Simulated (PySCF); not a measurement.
# Radial density of Ga+ (gallium, charge +1)

B3LYP, [Ar] 3d10 4s2, closed-shell 1S. Computed with PySCF 2.14 in def2-SVP, with no relativity, point nucleus.

```tsv
r (bohr)	4πr²ρ (e/bohr)
0.000909	0.1963
0.00153	0.5423
0.00257	1.448
0.00432	3.656
0.00727	8.643
0.0122	17.98
0.0206	30.62
0.0346	37.62
0.0582	31.98
0.0979	33.76
0.165	43.42
0.277	24.79
0.466	25.07
0.784	19.11
1.32	4.425
2.22	1.321
3.73	0.2051
6.27	0.001695
```
